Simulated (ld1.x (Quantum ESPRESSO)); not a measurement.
**Varying the RRKJ potential for Ge (Z = 32)**

Base potential:

| Property | Result |
| --- | --- |
| Element | Ge |
| Generator | ld1.x (Quantum ESPRESSO) 7.5 |
| Type | norm-conserving RRKJ (Kleinman–Bylander form) |
| Functional | PBE |
| Relativity | fully relativistic |
| Frozen core | [Ar] |
| Valence charge | 14 |
| Reference configuration | 3d10 4s2 4p0 (charge +2) |
| Partial waves | 4s (bound): rc 1.45 bohr; 4p (bound, empty): rc 1.70 bohr; 3d (bound): rc 0.85 bohr |
| Local potential | the d channel |
| Core correction | none |

Open shells are filled in proportion to 2j + 1 (rel_dist='average').

All-electron outer shells of the reference configuration (PBE, scalar-relativistic, ld1.x):

```json
{"shell": "3p", "level (eV)": "-135.57", "outermost node (bohr)": "0.23", "outermost maximum (bohr)": "0.54"}
{"shell": "3d", "level (eV)": "-49.19", "outermost node (bohr)": "–", "outermost maximum (bohr)": "0.50"}
{"shell": "4s", "level (eV)": "-29.25", "outermost node (bohr)": "0.77", "outermost maximum (bohr)": "1.66"}
{"shell": "4p", "level (eV)": "-19.81", "outermost node (bohr)": "0.81", "outermost maximum (bohr)": "1.98"}
```

Cutoffs, loose and tight: the cutoffs (Ry, on a coarse ladder) from which the occupation-weighted sum of valence levels, in a spherical-Bessel basis at the reference potential, stays within 10 and 1 mRy of its value at 400 Ry. They do not see the model core or the augmentation charge, which bear on the density cutoff. Test errors are all-electron minus pseudo excitation energies from the reference, over the configurations 3d10 4s2 4p2; 3d10 4s2 4p1; 3d10 4s1 4p0; 3d10 4s1 4p3; 3d10 4s1 4p2; 3d10 4s0 4p4; 3d10 4s2 4p2.3. A dash means not determined; rows that change the core or the reference have their own tests. The largest error is taken over the tests solved by every variant that gives reliable tests at all: 3d10 4s0 4p4; 3d10 4s1 4p2; 3d10 4s1 4p3; 3d10 4s2 4p1.

A true bound ghost makes a file unfit for plane-wave use even where its test errors are small: the radial tests pick states by their node count and pass the ghost by. Where a test does run into it, the solver fails or the error is huge.

Cutoffs are not given where the Bessel-basis levels miss the radial ones by over 6 mRy, ghosts where they miss by over 20 mRy; a channel whose overlap is not positive is not tested.

```tsv
change	outcome	cutoff, loose	cutoff, tight	bound ghosts	largest test error (meV)
base	generated, misses its reference levels by 0.35 eV	300 Ry	over 300 Ry	s, p1/2, p3/2	+10
wave 3d (bound): rc 0.85 bohr becomes 3d (bound): rc 0.56 bohr	generated, misses its reference levels by 0.36 eV	–	–	s	+8.4
wave 3d (bound): rc 0.85 bohr becomes 3d (bound): rc 0.66 bohr	generated, misses its reference levels by 0.36 eV	over 300 Ry	over 300 Ry	s, p1/2, p3/2	+13
wave 3d (bound): rc 0.85 bohr becomes 3d (bound): rc 0.70 bohr	generated, misses its reference levels by 0.35 eV	over 300 Ry	over 300 Ry	s, p1/2, p3/2	+12
wave 3d (bound): rc 0.85 bohr becomes 3d (bound): rc 0.78 bohr	generated, misses its reference levels by 0.35 eV	over 300 Ry	over 300 Ry	s, p1/2, p3/2	+11
wave 3d (bound): rc 0.85 bohr becomes 3d (bound): rc 0.88 bohr	generated, misses its reference levels by 0.35 eV	300 Ry	over 300 Ry	s, p1/2, p3/2	+9.9
wave 3d (bound): rc 0.85 bohr becomes 3d (bound): rc 0.96 bohr	generated, misses its reference levels by 0.35 eV	260 Ry	over 300 Ry	s, p3/2, p1/2	+9.5
wave 3d (bound): rc 0.85 bohr becomes 3d (bound): rc 1.04 bohr	generated, misses its reference levels by 0.35 eV	230 Ry	over 300 Ry	s, p3/2, p1/2	+9.0
wave 3d (bound): rc 0.85 bohr becomes 3d (bound): rc 1.14 bohr	generated, misses its reference levels by 0.35 eV	200 Ry	over 300 Ry	s, p3/2, p1/2	+8.4
wave 3d (bound): rc 0.85 bohr becomes 3d (bound): rc 1.22 bohr	generated, misses its reference levels by 0.35 eV	200 Ry	over 300 Ry	s, p3/2, p1/2	+7.7
```

(1) What comes out with this change to the base: wave 3d (bound): rc 0.85 bohr becomes 3d (bound): rc 1.26 bohr?

Answers

(1) outcome: generated, misses its reference levels by 0.35 eV; cutoff, loose: 180 Ry; cutoff, tight: over 300 Ry; bound ghosts: s, p3/2, p1/2; largest test error (meV): +7.4.

Reading the sweep of the d radius (base included, trends over the rows without a ghost): Bound ghosts are found at 0.56, 0.66, 0.7, 0.78, 0.85, 0.88, 0.96, 1.04, 1.14, 1.22, 1.26 bohr. Every judged row has one, so this setting neither creates nor removes them.
